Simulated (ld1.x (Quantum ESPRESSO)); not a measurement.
## Before and after: PAW potential for platinum (Pt)

```json
{
  "Element": "platinum (Pt)",
  "Generator": "ld1.x (Quantum ESPRESSO) 7.5",
  "Type": "PAW",
  "Functional": "PBE",
  "Relativity": "scalar-relativistic",
  "Frozen core": "[Xe] 4f14",
  "Valence charge": "10",
  "Reference configuration": "5d9 6s1 6p0",
  "Partial waves": "6s (bound): rcut 2.55, rcutus 2.70 bohr; 6s channel at 0.3 Ry: rcut 2.55, rcutus 2.70 bohr; 6p (bound, empty): rcut 3.40, rcutus 3.75 bohr; 6p channel at 0.65 Ry: rcut 3.40, rcutus 3.75 bohr; 5d (bound): rcut 2.00, rcutus 2.15 bohr; 5d channel at 0.05 Ry: rcut 2.00, rcutus 2.15 bohr",
  "Local potential": "all-electron potential smoothed inside 2.05 bohr (lloc = -2)",
  "Core correction": "Bessel-smoothed model core inside 1.75 bohr",
  "Augmentation charge": "PSQ, inside the norm-conserving radii"
}
```

Change: functional PBEsol.

Cutoffs: the cutoffs (Ry, on a coarse ladder) from which the occupation-weighted sum of valence levels, in a spherical-Bessel basis at the reference potential, stays within 10 and 1 mRy of its value at 400 Ry; they do not see the model core or the augmentation charge, which bear on the density cutoff. Errors are all-electron minus pseudo energies relative to the spin-unpolarised reference configuration.

Predict the effect on cutoff, ghosts and configuration errors.

The potential gets neither clearly harder nor softer (25 Ry and 40 Ry → 25 Ry and 40 Ry); of the 7 tests that both files solve, the error grows in 0 and shrinks in 1 by more than 15 % and 0.3 meV (median size 20.5 → 19.8 meV); neither file shows a bound ghost.

```tsv
quantity	base	changed
cutoff, loose	25 Ry	25 Ry
cutoff, tight	40 Ry	40 Ry
bound ghosts	none	none
error for 5d9 6s0 6p0, meV [ΔE 9.19 → 9.23 eV]	-6.1	-6.0
error for 5d8 6s0 6p0, meV [ΔE 29.16 → 29.22 eV]	-38	-37
error for 5d7 6s0 6p0, meV [ΔE 61.38 → 61.47 eV]	-216	-211
error for 5d9 6s0 6p1, meV [ΔE 5.05 → 5.13 eV]	-2.3	-1.8
error for 5d9 6s0.5 6p0, meV [ΔE 3.69 → 3.71 eV]	-2.2	-1.9
error for 5d8 6s1 6p0, meV [ΔE 11.17 → 11.20 eV]	-21	-20
error for 5d6 6s0 6p0, meV [ΔE 107.03 → 107.15 eV]	-672	-660
s: phases at 4.05 bohr within 0.05 rad from the reference energy up to (Ry; the scan ends near 5)	3.4	3.4
p: phases at 4.05 bohr within 0.05 rad from the reference energy up to (Ry; the scan ends near 5)	1.7	1.7
d: phases at 4.05 bohr within 0.05 rad from the reference energy up to (Ry; the scan ends near 5)	to the end of the scan	to the end of the scan
lowest overlap eigenvalue by channel	s 0.35, p 0.52, d 0.99	s 0.35, p 0.52, d 0.99
```
